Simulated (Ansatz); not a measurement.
Consider the ligand exchange at the Al–O bond: `[CH3][Al-]1([OH])[O]C=CC=[O+]1` + HCl → `[CH3][Al-]1([Cl])[O]C=CC=[O+]1` + H₂O.

Program: Ansatz. Geometries: PBE0-D4/def2-TZVP. ΔE: electronic, gas phase. CCSD(T)/CBS adds triple-zeta CCSD(T) − MP2 to the extrapolated MP2 energy (def2 sets, frozen cores). This one scheme is used for every species. Functionals use def2-TZVPP. B3LYP here is the variant with VWN-RPA as its local correlation; programs differ in this. HSE06 is defined as in plane-wave codes. Each species was taken in one conformer, which may not be the lowest.

```tsv
level	ΔE (kcal/mol)
B97M-V	-9.7
HSE06-D4	-10.8
ωB97X-V	-9.7
PBE0	-10.2
B3LYP	-8.1
HSE06	-10.3
HF/def2-SVP	-11.3
MP2/def2-QZVPP	-10.4
```

(1) What does CCSD(T)/CBS give? (An estimate is asked.)

Largest T1 diagnostic among the species: 0.017.

Answers

(1) The calculation gave: -10.2 kcal/mol. The listed levels differ from it by 0.5, -0.6, 0.5, 0.0, 2.1, -0.1, -1.1, -0.2 kcal/mol.

The D4 term adds −0.9 kcal/mol with B3LYP and −0.5 kcal/mol with PBE0; it sums over pairs of atoms, weighted by their polarisabilities, and B3LYP, whose exchange is more repulsive, gets the larger term. From BLYP to BHLYP (50 % exact exchange), in def2-TZVPP and without D4, ΔE moves by −1.9 kcal/mol. Leaving LDA and LC-ωPBE aside and taking each functional with its dispersion term where it has one, the values, not all of them listed here, spread over 2.7 kcal/mol, from HSE06-D4 to BLYP-D4. LDA lies +0.9 kcal/mol from PBE without D4.
